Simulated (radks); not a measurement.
Problem. Radial electron density D(r) = 4 pi r^2 rho(r) of an atom or ion with 5 electrons. Method: scalar-relativistic Kohn-Sham, BLYP, spin-unpolarised, spherical densities, finite nucleus; Fermi nuclear charge, rms radius of each element as measured or else 0.836 A^(1/3) + 0.57 fm; computed with a radial shooting solver on a logarithmic mesh with Libxc functionals.

```
   r/bohr * D(r) (the largest magnitude, 6.14, reaches the edge; | marks zero)
  0.01031 |*
  0.01143 | *
  0.01269 | *
  0.01408 | *
   0.0155 |  *
   0.0172 |  *
  0.01908 |   *
  0.02117 |    *
  0.02349 |     *
  0.02607 |      *
  0.02892 |       *
  0.03209 |         *
  0.03561 |           *
  0.03951 |             *
  0.04349 |               *
  0.04826 |                  *
  0.05355 |                    *
  0.05942 |                        *
  0.06593 |                           *
  0.07316 |                               *
  0.08118 |                                  *
  0.09007 |                                      *
  0.09995 |                                          *
   0.1109 |                                              *
   0.1231 |                                                 *
   0.1355 |                                                   *
   0.1503 |                                                     *
   0.1668 |                                                      *
   0.1851 |                                                      *
   0.2053 |                                                     *
   0.2278 |                                                  *
   0.2528 |                                               *
   0.2805 |                                          *
   0.3113 |                                     *
   0.3454 |                                *
   0.3802 |                           *
   0.4218 |                      *
   0.4681 |                  *
   0.5194 |               *
   0.5763 |              *
   0.6395 |             *
   0.7096 |             *
   0.7873 |              *
   0.8736 |               *
   0.9694 |                *
    1.076 |                *
    1.184 |                *
    1.314 |                *
    1.458 |              *
    1.617 |            *
    1.795 |          *
    1.991 |        *
     2.21 |     *
    2.452 |    *
    2.721 |  *
    3.019 | *
    3.323 |*
    3.687 |*
    4.091 *
     4.54 *
    5.037 *
    5.589 *
```

What is the nuclear charge?

Solution. Z = 6. The innermost maximum, from 1s, lies near gamma/Z bohr with gamma = sqrt(1 - (Z/c)^2) = 0.999, here 0.167 bohr (found: 0.174), and its height grows with Z. The density is that of the carbon ion C+ in [He] 2s1 2p2; the configuration itself is not fixed sharply by these data. D(r) has 2 maxima, at r = 0.174, 1.12 bohr, and minima at 0.655 bohr, inside which lie 2.19 electrons.
